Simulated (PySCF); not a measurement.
Vertical excitations of a molecule C2H6OSi2 from TDA-B3LYP/def2-SVPD (PySCF 2.14.0), as energy in eV (oscillator strength): 5.00 (0.001), 5.65 (0.001), 6.10 (0.026), 6.27 (0.010), 6.54 (0.041), 6.74 (0.021), 6.80 (0.022), 6.91 (0.028), 6.97 (0.067), 7.00 (0.009). Lowest triplet (TDA): 4.23 eV. Coordinates come from a B3LYP-D3(BJ)/def2-SVP optimisation. The values are those of a single conformer.

Pick the molecule that these values belong to.
A) O[SiH2]C#C[SiH3]
B) O[Si@@H]1C=C[SiH2]1
C) O=C1C[SiH2][SiH2]1
D) C1=C[SiH2]O[SiH2]1

B, O[Si@@H]1C=C[SiH2]1
